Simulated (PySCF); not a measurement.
Simulation results for AlCl2GeH, AlGeH2N

All values are calculated (PySCF 2.14.0). Calculation on a computer-drawn molecule: the log of a Hartree-Fock and frozen-core CCSD(T) single point meant for a local Hartree-Fock minimum, with one planted fault or none, to be diagnosed. Offsets are logged minus clean, where the clean run is the same molecule without the fault. The reference is restricted for singlets and unrestricted otherwise, and also for a bond in bohr or an excited solution. Adding or removing an electron swaps singlet and doublet. The excited solution moves the top pair (singlet) or top alpha electron (doublet) to the lowest empty orbital. Highest occupied and lowest empty are orbital energies over both spins, largest force is the largest gradient component, triples share is (T) over the correlation energy, the T1 limit is 0.02 restricted and 0.045 unrestricted, electrons count all cores, a negative frequency is imaginary (commonest isotopes), and the dipole is about the centre of nuclear charge; on germanium a core potential holds 10 electrons, which the energies leave out, and 3d is frozen in MP2 and coupled-cluster steps.

Common to all runs: meant charge 0; meant multiplicity 1; meant basis cc-pV(D+d)Z; meant basis and core potential on germanium cc-pVDZ-PP ECP10MDF; logged SCF converged yes; logged CC converged yes; logged SCF stable within its kind yes; possible faults no fault, one electron removed, one electron added, multiplicity raised by two, geometry at a saddle point, SCF held on an excited solution, minimal basis STO-3G, one bond length entered in bohr, all coordinates scaled.

(1) AlCl2GeH

Logged structure:
```xyz
5
AlCl2GeH
Al    -2.2949    -0.5009     1.5371
Ge     0.0719    -1.0755     0.4786
Cl     0.5365    -3.0169     1.4435
Cl    -0.4751    -1.5851    -1.6085
H      1.4464    -0.4161     0.3323
```

```
logged electrons        : 81
logged basis functions  : 97
logged spin squared     : 0.7744
logged highest occupied : -1.3005 eV
logged lowest empty     : 4.9664 eV
logged largest force    : 0.02355 hartree/bohr
logged T1 diagnostic    : 0.015218
logged D1 diagnostic    : 0.055417
logged triples share    : 0.026186
logged dipole magnitude : 4.6888 debye
logged energy HF        : -1454.99078 hartree
logged energy CCSD(T)   : -1455.46248 hartree
planted fault           : ?
```

Drawn bonds:
```
atom  other atom  order
   1           2      1
   2           3      1
   2           4      1
   2           5      1
```

(2) AlGeH2N

Logged structure:
```xyz
5
AlGeH2N
Al    -3.1350    -0.0952     0.0983
N     -1.7629    -1.1275     0.5094
Ge    -0.4814    -2.1101     0.9116
H      0.8397    -2.1549     0.1449
H     -0.4786    -3.0795     2.0930
```

```
logged electrons        : 55
logged basis functions  : 70
logged spin squared     : 0.7736
logged highest occupied : -0.40917 eV
logged lowest empty     : 6.4024 eV
logged largest force    : 0.076873 hartree/bohr
logged T1 diagnostic    : 0.028332
logged D1 diagnostic    : 0.091405
logged triples share    : 0.042978
logged dipole magnitude : 4.516 debye
logged energy HF        : -590.86127 hartree
logged energy CCSD(T)   : -591.22524 hartree
planted fault           : ?
```

Drawn bonds:
```
atom  other atom  order
   1           2      1
   2           3      2
   3           4      1
   3           5      1
```

Question: Which fault was planted in the run of AlCl2GeH (entry 1)?
Answer: one electron added

Question: Which fault was planted in the run of AlGeH2N (entry 2)?
Answer: one electron added

Further results for AlCl2GeH (entry 1):

```
HF energy offset from clean run      : -16.06 kcal/mol
CCSD(T) energy offset from clean run : -20.49 kcal/mol
```

Further results for AlGeH2N (entry 2):

```
HF energy offset from clean run      : 6.02 kcal/mol
CCSD(T) energy offset from clean run : -2.998 kcal/mol
```
